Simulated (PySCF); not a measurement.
Cartesian coordinates (Å):
```xyz
22

W     -0.0947     0.1087    -0.0812
N     -1.0640     1.7854    -0.4716
H     -1.9336     1.9441    -0.9763
H     -0.6765     2.6657    -0.1404
N      1.3520     1.1151     0.8934
H      1.3262     1.3777     1.8778
H      2.1701     1.5388     0.4577
N     -1.7050    -0.5315    -1.1030
H     -1.9010    -1.5051    -1.3273
H     -2.4578     0.0460    -1.4782
C      1.5211    -0.0310    -1.5178
H      1.1049    -0.4416    -2.4522
H      2.3589    -0.6647    -1.1933
H      1.9007     0.9832    -1.7331
C      0.1662    -2.0808    -0.1767
H      0.2896    -2.4755    -1.1978
H     -0.6220    -2.6510     0.3402
H      1.1150    -2.2505     0.3663
C     -0.5482    -0.4270     1.9689
H     -0.6557     0.4953     2.5663
H      0.2049    -1.0733     2.4421
H     -1.5192    -0.9483     1.9741
```
Charge 0, spin multiplicity 1.

### Question
What is the computed HOMO–LUMO gap, HOMO, charge on the central atom (Mulliken), total energy, LUMO and dipole moment (TPSSh-D3(BJ)/def2-TZVP // r2SCAN-D4/def2-SVP (PySCF))?

### Answer

- HOMO–LUMO gap: 3.70 eV
- HOMO: -6.07 eV
- charge on the central atom (Mulliken): 1.28 e
- total energy: -354.8969 Ha
- LUMO: -2.37 eV
- dipole moment: 2.56 D
